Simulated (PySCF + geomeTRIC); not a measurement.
Species: C₅H₅NS, SMILES `Sc1cccnc1` (H–S–C–C torsion 0°) (charge 0, multiplicity 1).

Q: Give a relaxed geometry from PBE-D3(BJ)/def2-SVP in PySCF + geomeTRIC.

A: This is not unique; one that fits is the end point of this relaxation, one of several conformers (outside a Z-matrix the atoms follow the SMILES, hydrogens last).
Cartesian coordinates (Å) in one orientation:
```xyz
12

S      2.755     0.039    -0.139
C      0.987     0.131    -0.054
C      0.139    -0.991     0.037
C     -1.244    -0.786     0.098
C     -1.738     0.528     0.066
N     -0.940     1.604    -0.021
C      0.381     1.411    -0.079
H      2.835    -1.319    -0.084
H      0.556    -2.010     0.061
H     -1.933    -1.641     0.170
H     -2.825     0.720     0.112
H      1.014     2.315    -0.151
```
